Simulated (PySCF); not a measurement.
Spin-rotation constants: `C1[C@H]2[C@@](CC#C)(Br)[C@H]21`, C7H7Br

Molfile (atoms numbered from 1):
```
C7H7Br
     RDKit          3D

 15 16  0  0  0  0  0  0  0  0999 V2000
    3.0722   -0.4921    0.5395 C   0  0  0  0  0  0  0  0  0  0  0  0
    2.1910    0.1677    0.0724 C   0  0  0  0  0  0  0  0  0  0  0  0
    1.0803    0.9343   -0.4595 C   0  0  0  0  0  0  0  0  0  0  0  0
   -0.2408    0.3731    0.0238 C   0  0  1  0  0  0  0  0  0  0  0  0
   -0.4267    0.6852    1.9738 Br  0  0  0  0  0  0  0  0  0  0  0  0
   -1.4467    0.4374   -0.8400 C   0  0  1  0  0  0  0  0  0  0  0  0
   -2.2117   -0.6707   -0.1922 C   0  0  0  0  0  0  0  0  0  0  0  0
   -0.7797   -0.8787   -0.5637 C   0  0  2  0  0  0  0  0  0  0  0  0
    3.8588   -1.0565    0.9425 H   0  0  0  0  0  0  0  0  0  0  0  0
    1.1076    0.9021   -1.5541 H   0  0  0  0  0  0  0  0  0  0  0  0
    1.1779    1.9768   -0.1404 H   0  0  0  0  0  0  0  0  0  0  0  0
   -1.6484    1.0175   -1.7160 H   0  0  0  0  0  0  0  0  0  0  0  0
   -2.9610   -1.1756   -0.7887 H   0  0  0  0  0  0  0  0  0  0  0  0
   -2.4753   -0.5827    0.8551 H   0  0  0  0  0  0  0  0  0  0  0  0
   -0.3019   -1.6300   -1.1571 H   0  0  0  0  0  0  0  0  0  0  0  0
  1  2  3  0
  2  3  1  0
  3  4  1  0
  4  5  1  1
  4  6  1  0
  6  7  1  0
  7  8  1  0
  8  4  1  0
  8  6  1  0
  1  9  1  0
  3 10  1  0
  3 11  1  0
  6 12  1  6
  7 13  1  0
  7 14  1  0
  8 15  1  6
M  END
```

The calculation used PySCF 2.14.0, GIAO wB97X-D/pcSseg-1 magnetisability, rotational g tensor and spin-rotation constants, non-relativistic, gas phase. Geometry: GFN2-xTB.

The calculation is non-relativistic, which matters for the atoms heavier than Zn.

Problem. Give the nuclear spin-rotation constants along the inertial axes (H = +C I·J) beside the isotropic shieldings.

Solution. Rotational constants 1.7317, 1.3578, 0.8838 GHz. A star marks the isotopologue with that one atom substituted, in its own axes.
| atom | isotope | Caa (kHz) | Cbb (kHz) | Ccc (kHz) | mean (kHz) | σ (ppm) |
| --- | --- | --- | --- | --- | --- | --- |
| Br5 | 79Br | 3.469 | 0.348 | 1.500 | 1.772 | 2259.9 |
| H9 | 1H | -0.085 | -0.141 | -0.055 | -0.093 | 30.2 |
| H10 | 1H | -0.194 | 0.028 | -0.091 | -0.086 | 29.6 |
| H11 | 1H | -0.188 | -0.082 | -0.005 | -0.092 | 28.7 |
| H12 | 1H | -0.195 | -0.103 | -0.009 | -0.102 | 29.6 |
| H13 | 1H | -0.098 | -0.058 | -0.089 | -0.082 | 30.3 |
| H14 | 1H | -0.132 | -0.020 | -0.089 | -0.081 | 30.1 |
| H15 | 1H | -0.128 | -0.082 | -0.051 | -0.087 | 29.4 |
| C1 | 13C* | 0.315 | 0.410 | 0.188 | 0.305 | 107.8 |
| C2 | 13C* | 0.313 | 0.466 | 0.184 | 0.321 | 101.2 |
| C3 | 13C* | 0.267 | 0.212 | 0.157 | 0.212 | 154.5 |
| C4 | 13C* | 0.441 | 0.281 | 0.237 | 0.320 | 101.3 |
| C6 | 13C* | 0.227 | 0.127 | 0.185 | 0.179 | 166.2 |
| C7 | 13C* | 0.320 | 0.178 | 0.143 | 0.214 | 156.5 |

For the geometry as given, no vibrational averaging.

Problem. How do the rotational constants and the g tensor change when H9, H10, H11, H12, H13, H14, H15 are replaced by deuterium?

Solution. Constants 1.5619, 1.2062, 0.8076 GHz; g 0.0001, 0.0041, -0.0013, against 0.0006, 0.0044, -0.0013 before.
